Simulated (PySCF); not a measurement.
Sn(H)(Et)(Vi)2, SMILES [CH](=C)[SnH]([CH2]C)[CH]=C (C₆H₁₂Sn) (GFN2-xTB optimised geometry):

```
19

Sn    -0.966     0.696     0.000
C      1.198     0.696     0.000
C      1.942    -0.187    -0.639
C     -1.695    -0.233    -1.812
C     -2.573    -1.216    -1.860
C     -1.775    -0.295     1.799
C     -1.189    -1.674     2.021
H     -1.452     2.331     0.000
H      1.677     1.465     0.589
H      1.514    -0.973    -1.241
H      3.021    -0.164    -0.596
H     -1.281     0.149    -2.735
H     -2.895    -1.649    -2.796
H     -3.021    -1.636    -0.974
H     -1.569     0.341     2.657
H     -2.856    -0.355     1.692
H     -0.110    -1.623     2.154
H     -1.395    -2.331     1.179
H     -1.619    -2.125     2.914
```

Computed with PySCF with PBE0/def2-SVP, def2 effective core potentials past Kr.

Q: What are the frontier orbital energies and the dipole moment?

A: HOMO-2 -7.88 eV, HOMO-1 -7.60 eV, HOMO -7.28 eV, LUMO -0.09 eV, LUMO+1 0.08 eV; dipole moment 0.70 D.

On the same geometry PBE/def2-SVP, def2 effective core potentials past Kr run with PySCF gives HOMO-2 -6.63 eV, HOMO-1 -6.41 eV, HOMO -6.13 eV, LUMO -1.06 eV, LUMO+1 -0.93 eV; dipole moment 0.71 D.
